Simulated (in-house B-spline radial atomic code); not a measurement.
Configurations of V, with energies counted from [Ar] (3d3/2)3 4s2. All numbers are computed (Dirac-Hartree-Fock, average of each configuration as written; Fermi nucleus of rms radius 3.6002 fm) with a B-spline radial code for spherical atoms, not measured. Energies include first-order Breit, QED and recoil terms.

Occupations are held fixed; configurations that lie above the ionisation limit could autoionise.

```json
{"configuration": "[Ar] (3d5/2)4 4s1", "E - E(ref) (eV)": "1.6805", "highest orbital": "4s1/2", "its <r> (bohr)": "3.939"}
{"configuration": "[Ar] (3d3/2)2 (3d5/2)1 4s1 (5p3/2)1", "E - E(ref) (eV)": "5.0364", "highest orbital": "5p3/2", "its <r> (bohr)": "12.78"}
{"configuration": "[Ar] (3d5/2)2 4s2 (5f7/2)1", "E - E(ref) (eV)": "9.2077", "highest orbital": "5f7/2", "its <r> (bohr)": "31.4"}
{"configuration": "[Ne] 3s2 (3p1/2)2 (3p3/2)3 (3d3/2)4 4s2", "E - E(ref) (eV)": "38.801", "highest orbital": "4s1/2", "its <r> (bohr)": "3.555"}
{"configuration": "[Ne] 3s2 (3p1/2)2 (3p3/2)3 (3d3/2)2 (3d5/2)1 4s2 6s1", "E - E(ref) (eV)": "49.354", "highest orbital": "6s1/2", "its <r> (bohr)": "17.89"}
```

(1) Order these further configurations by energy, lowest first.
A. [Ar] (3d3/2)1 (3d5/2)1 4s2 5s1
B. [Ar] (3d5/2)3 4s2
C. [Ar] (3d3/2)1 (3d5/2)1 4s2 (7g9/2)1
D. [Ar] (3d3/2)2 (3d5/2)1 4s1 (4p1/2)1
E. [Ar] (3d3/2)1 (3d5/2)2 4s2

## Answers

(1) B (0.37216 eV), E (0.55883 eV), D (2.6163 eV), A (7.4823 eV), C (9.5485 eV).
